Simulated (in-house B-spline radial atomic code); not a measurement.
# Excitations of Cl VIII (Cl7+) by several methods

Full response, energies in eV; labels give the largest channel, * marks a mixed state, a dash one above the method's threshold, and an imaginary frequency an unstable closed-shell reference. Computed with an all-electron radial atomic-structure program (B-spline basis): linear response of the closed shell [He] 2s2 2p6 with each method's own kernel (bare exchange for TDHF, static screening on G0W0 levels for BSE, the adiabatic kernel for functionals); scalar-relativistic (spin-free one-electron X2C), finite nucleus, no spin-orbit coupling, no double excitations, S, P, D and F terms only. Only terms of natural parity with L up to 3 were computed.

| method | 2p → 3s 3P | 2p → 3s 1P | 2p → 3p 3S | α (bohr³) |
| --- | --- | --- | --- | --- |
| TDHF | 210.49 | 212.33 | 222.99 | 0.05094 |
| BSE on G0W0@HF | ? | ? | ? | ? |
| LDA VWN5 | 201.50 | 202.86 | 215.20 | 0.05273 |
| PBE | 200.45 | 201.96 | 214.41 | 0.05261 |
| PBE0 | 203.34 | 204.91 | 217.04 | 0.05213 |
| B3LYP (VWN-RPA) | 200.62 | 202.56 | 214.35 | 0.05225 |
| CAM-B3LYP | 200.22 | 202.16 | 213.95 | 0.05227 |
| LC-wPBE | 199.81 | 201.29 | 213.88 | 0.05266 |
| wB97X | 204.64 | 206.00 | 218.11 | 0.052 |
| HSE06 | 203.27 | 204.85 | 217.01 | 0.05216 |
| BHandHLYP | 203.06 | 205.23 | 216.43 | 0.05174 |
| BLYP | 197.76 | 199.77 | 211.64 | 0.05262 |
| PBEsol | ? | ? | ? | ? |
| BP86 | 201.66 | 203.04 | 215.64 | 0.05247 |
| LDA exchange-only | 200.02 | 201.59 | 213.33 | 0.05297 |
| B97-1 | 203.19 | 204.65 | 217.03 | 0.05215 |
| RPBE | 199.97 | 201.47 | 214.07 | 0.05261 |
| OLYP | 197.56 | 199.52 | 211.67 | 0.0523 |

What does PBEsol give?

2p → 3s 3P: 200.75; 2p → 3s 1P: 202.24; 2p → 3p 3S: 214.56; α: 0.05266 (eV, bohr³).

What does BSE on G0W0@HF give?

2p → 3s 3P: 209.45; 2p → 3s 1P: 211.19; 2p → 3p 3S: 222.51; α: 0.05078 (eV, bohr³).
